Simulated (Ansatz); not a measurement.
Energy difference R1 → P1 + P2, each structure at its B3LYP-D3(BJ)/def2-TZVP stationary point, reached from a drawn start (curvature not checked).
R1: F2OZr (SMILES [O]=[Zr]([F])[F]), charge 0, multiplicity 1.
P1, FOZr (SMILES [O]=[Zr][F]) (charge 0, multiplicity 2, Z-matrix in Å and degrees):
```
Zr
O 1 1.7391
F 1 1.9208 2 108.42
```
P2: F atom, charge 0, multiplicity 2.

P less R. No zero-point or thermal terms; singlets are restricted closed shells; open shells are unrestricted; no spin–orbit coupling. The spin states of the d-block species are the ones drawn and need not be the lowest.

Cores are frozen in the correlated methods.

Codes used: Ansatz (a first-principles code). Each number belongs to the level named beside it. Elements past Kr take the def2 small-core potentials, without spin–orbit coupling.

```json
[
 {"level": "HF/def2-TZVPP", "reaction energy (eV)": "4.883"},
 {"level": "HF/def2-QZVPP", "reaction energy (eV)": "4.921"},
 {"level": "r2SCAN/def2-TZVPP", "reaction energy (eV)": "6.504"},
 {"level": "PBE0/def2-TZVPP", "reaction energy (eV)": "6.377"},
 {"level": "CAM-B3LYP/def2-TZVPP", "reaction energy (eV)": "6.563"},
 {"level": "B2PLYP/def2-TZVPP", "reaction energy (eV)": "6.511"},
 {"level": "MP2/def2-QZVPP", "reaction energy (eV)": "6.992"},
 {"level": "CCSD/def2-QZVPP", "reaction energy (eV)": "(withheld)"},
 {"level": "CCSD(T)/def2-QZVPP", "reaction energy (eV)": "(withheld)"}
]
```

Question: Fill in the missing entries.

Answer: 
- CCSD/def2-QZVPP, reaction energy (eV): 6.548
- CCSD(T)/def2-QZVPP, reaction energy (eV): 6.640
